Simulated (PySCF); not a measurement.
C₂H₉NSi₂, SMILES [SiH3]N1C[SiH2]C1.

Geometry optimised at B3LYP-D3(BJ)/def2-SVP. The structure was generated by enumeration, and PubChem lists no compound with its InChIKey, so it may never have been made.

Computed with B3LYP-D3(BJ)/def2-SVP (PySCF).

Frequencies are harmonic and unscaled.

```json
[
 {"mode": "1", "ν (cm⁻¹)": "60", "IR (km/mol)": "0.1", "moving atoms (share of kinetic energy)": "H 34 %, C 26 %, Si 26 %, N 14 %"},
 {"mode": "2", "ν (cm⁻¹)": "107", "IR (km/mol)": "0.5", "moving atoms (share of kinetic energy)": "H 91 %"},
 {"mode": "3", "ν (cm⁻¹)": "146", "IR (km/mol)": "6.4", "moving atoms (share of kinetic energy)": "N 53 %, H 35 %, C 10 %"},
 {"mode": "4", "ν (cm⁻¹)": "208", "IR (km/mol)": "0.2", "moving atoms (share of kinetic energy)": "H 32 %, C 27 %, N 23 %, Si 18 %"},
 {"mode": "5", "ν (cm⁻¹)": "378", "IR (km/mol)": "1.1", "moving atoms (share of kinetic energy)": "Si 67 %, H 23 %"},
 {"mode": "6", "ν (cm⁻¹)": "483", "IR (km/mol)": "11.8", "moving atoms (share of kinetic energy)": "H 79 %, Si 20 %"},
 {"mode": "7", "ν (cm⁻¹)": "536", "IR (km/mol)": "0.3", "moving atoms (share of kinetic energy)": "H 98 %"},
 {"mode": "8", "ν (cm⁻¹)": "636", "IR (km/mol)": "24.9", "moving atoms (share of kinetic energy)": "C 45 %, Si 32 %, H 19 %"},
 {"mode": "9", "ν (cm⁻¹)": "644", "IR (km/mol)": "5.9", "moving atoms (share of kinetic energy)": "H 44 %, C 44 %, Si 12 %"},
 {"mode": "10", "ν (cm⁻¹)": "690", "IR (km/mol)": "68.8", "moving atoms (share of kinetic energy)": "H 83 %, Si 10 %"},
 {"mode": "11", "ν (cm⁻¹)": "711", "IR (km/mol)": "30.2", "moving atoms (share of kinetic energy)": "H 75 %, Si 13 %, C 12 %"},
 {"mode": "12", "ν (cm⁻¹)": "791", "IR (km/mol)": "89.8", "moving atoms (share of kinetic energy)": "H 73 %, Si 16 %, C 10 %"},
 {"mode": "13", "ν (cm⁻¹)": "808", "IR (km/mol)": "5.4", "moving atoms (share of kinetic energy)": "C 57 %, H 27 %, Si 9 %"},
 {"mode": "14", "ν (cm⁻¹)": "843", "IR (km/mol)": "36.6", "moving atoms (share of kinetic energy)": "H 79 %, C 15 %"},
 {"mode": "15", "ν (cm⁻¹)": "864", "IR (km/mol)": "22.1", "moving atoms (share of kinetic energy)": "H 61 %, C 31 %"},
 {"mode": "16", "ν (cm⁻¹)": "919", "IR (km/mol)": "107.9", "moving atoms (share of kinetic energy)": "H 94 %"},
 {"mode": "17", "ν (cm⁻¹)": "960", "IR (km/mol)": "274.6", "moving atoms (share of kinetic energy)": "H 94 %"},
 {"mode": "18", "ν (cm⁻¹)": "975", "IR (km/mol)": "58.7", "moving atoms (share of kinetic energy)": "H 97 %"},
 {"mode": "19", "ν (cm⁻¹)": "983", "IR (km/mol)": "223.2", "moving atoms (share of kinetic energy)": "H 90 %, Si 10 %"},
 {"mode": "20", "ν (cm⁻¹)": "1090", "IR (km/mol)": "113.1", "moving atoms (share of kinetic energy)": "N 49 %, H 33 %, C 13 %"},
 {"mode": "21", "ν (cm⁻¹)": "1092", "IR (km/mol)": "65.7", "moving atoms (share of kinetic energy)": "C 45 %, N 40 %, H 14 %"},
 {"mode": "22", "ν (cm⁻¹)": "1148", "IR (km/mol)": "7.7", "moving atoms (share of kinetic energy)": "H 90 %"},
 {"mode": "23", "ν (cm⁻¹)": "1177", "IR (km/mol)": "27.0", "moving atoms (share of kinetic energy)": "H 73 %, N 19 %"},
 {"mode": "24", "ν (cm⁻¹)": "1209", "IR (km/mol)": "6.0", "moving atoms (share of kinetic energy)": "H 64 %, C 19 %, N 17 %"},
 {"mode": "25", "ν (cm⁻¹)": "1230", "IR (km/mol)": "7.9", "moving atoms (share of kinetic energy)": "H 57 %, C 30 %, N 13 %"},
 {"mode": "26", "ν (cm⁻¹)": "1455", "IR (km/mol)": "0.5", "moving atoms (share of kinetic energy)": "H 93 %"},
 {"mode": "27", "ν (cm⁻¹)": "1476", "IR (km/mol)": "15.2", "moving atoms (share of kinetic energy)": "H 92 %, C 8 %"},
 {"mode": "28", "ν (cm⁻¹)": "2157", "IR (km/mol)": "188.3", "moving atoms (share of kinetic energy)": "H 96 %"},
 {"mode": "29", "ν (cm⁻¹)": "2213", "IR (km/mol)": "245.4", "moving atoms (share of kinetic energy)": "H 98 %"},
 {"mode": "30", "ν (cm⁻¹)": "2217", "IR (km/mol)": "5.1", "moving atoms (share of kinetic energy)": "H 98 %"},
 {"mode": "31", "ν (cm⁻¹)": "2220", "IR (km/mol)": "128.7", "moving atoms (share of kinetic energy)": "H 96 %"},
 {"mode": "32", "ν (cm⁻¹)": "2227", "IR (km/mol)": "128.4", "moving atoms (share of kinetic energy)": "H 96 %"},
 {"mode": "33", "ν (cm⁻¹)": "2972", "IR (km/mol)": "69.8", "moving atoms (share of kinetic energy)": "H 94 %"},
 {"mode": "34", "ν (cm⁻¹)": "2978", "IR (km/mol)": "44.6", "moving atoms (share of kinetic energy)": "H 94 %"},
 {"mode": "35", "ν (cm⁻¹)": "3060", "IR (km/mol)": "17.9", "moving atoms (share of kinetic energy)": "H 91 %, C 9 %"},
 {"mode": "36", "ν (cm⁻¹)": "3061", "IR (km/mol)": "23.9", "moving atoms (share of kinetic energy)": "H 91 %, C 9 %"}
]
```
